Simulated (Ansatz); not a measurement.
Basis sets compared for BMe2(CH2SiH3) (C₃H₁₁BSi). Charge 0, multiplicity 1. Geometry PBE0-D4/def2-SVP. Ansatz on 2 threads of AMD EPYC 7R13 on a shared host; times are rough, and most runs start from earlier orbitals.

Cartesian coordinates in Å:
```
B 0.187 0.638 -0.004
C 0.704 1.087 -1.421
H 1.800 1.136 -1.512
H 0.335 2.123 -1.562
H 0.292 0.501 -2.258
C 1.104 0.844 1.260
H 0.601 0.728 2.231
H 1.627 1.815 1.234
H 1.907 0.083 1.211
C -1.214 -0.047 0.128
Si -0.981 -1.921 0.086
H -1.712 0.165 1.089
H -1.900 0.189 -0.703
H -0.325 -2.347 -1.190
H -0.124 -2.377 1.224
H -2.302 -2.616 0.185
```

Binding counts from free atoms (B doublet, C triplet, H doublet, Si triplet) in the same basis, without a counterpoise term.

| level | functions | energy (Eh) | HOMO (eV) | LUMO (eV) | binding per atom (eV) | wall time |
| --- | --- | --- | --- | --- | --- | --- |
| PBE-D4/def2-SVP | 129 | -434.7301 | -7.01 | -1.29 | 3.89 | 1.7 s |
| PBE0-D4/def2-SVP | 129 | -434.8016 | -8.37 | -0.35 | 3.87 | 1.8 s |

Estimate the rows for PBE-D4/def2-TZVP, PBE0-D4/def2-TZVP.


```tsv
level	functions	energy (Eh)	HOMO (eV)	LUMO (eV)	binding per atom (eV)	wall time
PBE-D4/def2-TZVP	227	-434.9904	-7.10	-1.41	3.87	2.9 s
PBE0-D4/def2-TZVP	227	-435.0556	-8.40	-0.43	3.84	4.1 s
```
